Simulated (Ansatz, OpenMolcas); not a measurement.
A ladder of methods for SnGeH6 (SMILES [GeH3][SnH3])

The species is SnGeH6 (8 atoms), meant as a singlet with charge 0. As SMILES, `[GeH3][SnH3]`. Geometry: relaxed at PBE0-D4/def2-TZVP.

Each level gives the electronic atomisation energy (eV). The values are calculated. Electronic energies at fixed atoms, without zero-point motion or spin-orbit coupling.

```csv
level,kind,program,value (eV),less CCSD(T)/def2-SVP
HF/def2-SVP (core potential),Hartree–Fock,Ansatz,14.31,-4.22
PBE/def2-SVP (core potential),GGA,OpenMolcas,19.00,+0.47
r2SCAN/def2-SVP (core potential),meta-GGA,OpenMolcas,19.48,+0.95
r2SCAN0/def2-SVP (core potential),hybrid meta-GGA,Ansatz,19.41,+0.88
CAM-B3LYP/def2-SVP (core potential),range-separated hybrid,Ansatz,19.48,+0.95
PBE-QIDH/def2-SVP (core potential),double hybrid,Ansatz,18.98,+0.45
RPA@PBE/def2-SVP (core potential),RPA,Ansatz,18.21,-0.32
RPA@PBE0/def2-SVP (core potential),RPA,Ansatz,18.30,-0.23
MP2/def2-SVP (core potential),perturbation theory,Ansatz,17.96,-0.57
CCSD(T)/def2-SVP (core potential),coupled cluster or CI,OpenMolcas,18.53,0.00
```

Differences are taken from CCSD(T)/def2-SVP (core potential) for orientation; it has basis-set and higher-order errors of its own. Correlated wave functions underbind in double-zeta sets. The values span 14.31 to 19.48 eV. In the correlated wave-function rows the outer d shell of Ge, Sn is correlated, in sets not made for it.
